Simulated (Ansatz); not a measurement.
ClFH3NOTi, SMILES `[NH2][Ti]([OH])([F])[Cl]`, one more setting.

```yaml
crystal:
  periodic: [false, false, false]
  atoms:
    - {symbol: N, position_ang: [-1.061816, 0.916497, 0.144941]}
    - {symbol: Ti, position_ang: [0.381359, -0.136813, -0.351148]}
    - {symbol: O, position_ang: [0.480878, -1.443069, 0.830923]}
    - {symbol: F, position_ang: [0.151973, -0.676501, -2.009812]}
    - {symbol: Cl, position_ang: [2.244928, 1.064923, -0.318094]}
    - {symbol: H, position_ang: [-1.517479, 0.869226, 1.045527]}
    - {symbol: H, position_ang: [-1.475347, 1.631980, -0.437423]}
    - {symbol: H, position_ang: [0.887704, -2.283445, 1.039385]}
basis:
  gaussian: {orbitals: def2-mTZVP}
hamiltonian: {xc: {name: revPBE}}
accuracy: high
scf: {lower_state_search: light}
output: {forces: true}
```

```sh
$ ansatz run in.yaml --threads 4 --pin off --events-out ev --progress --plain --max-ram 10444MiB
```

Output, abridged:

```
Functional definition: revPBE
2422 factors; integrals over basis functions are off by at most 1.8e-8 eV
mean field evaluation 1: about -41924.1976 eV, gradient 1.1e2 eV
mean field evaluation 2: about -41520.9850 eV, gradient 4.9e2 eV
mean field evaluation 4: about -41932.1545 eV, gradient 7.9e1 eV
mean field evaluation 8: about -41943.0016 eV, gradient 3.7e-1 eV
mean field evaluation 16: about -41942.9965 eV, gradient 6.9e-4 eV
mean field -41942.99647271 eV, -1541.3766903881 hartree, gradient 3.5e-8 eV, S^2 0.000000; 0 other end points of the search recorded, 0 dependent functions left out
reference -41942.99647999 eV, -1541.3766906554 hartree; 33, 33 occupied and 93, 93 virtual orbitals, 2422 factors
Total energy: -41942.99647999 eV, -1541.3766906554 hartree
Atom 0 at    -1.061816     0.916497     0.144941 Å, force    -0.210742     0.113421     0.066056 eV/Å
Atom 1 at     0.381359    -0.136813    -0.351148 Å, force     0.303748     0.178535    -0.020840 eV/Å
Atom 2 at     0.480878    -1.443069     0.830923 Å, force    -0.325975    -0.059355     0.609315 eV/Å
Atom 3 at     0.151973    -0.676501    -2.009812 Å, force    -0.133404    -0.293519    -0.950356 eV/Å
Atom 4 at     2.244928     1.064923    -0.318094 Å, force     0.522619     0.340580     0.003111 eV/Å
Atom 5 at    -1.517479     0.869226     1.045527 Å, force    -0.268247     0.022410     0.443364 eV/Å
Atom 6 at    -1.475347     1.631980    -0.437423 Å, force    -0.242621     0.378031    -0.261154 eV/Å
Atom 7 at     0.887704    -2.283445     1.039385 Å, force     0.354622    -0.680102     0.110504 eV/Å
Dipole moment:    -0.439868    -0.205147     0.381255 e Å
```

Hardware: 4 threads of an INTEL XEON PLATINUM 8581C on a shared host. Wall time 3.7 s, peak host memory 0.41 GiB.
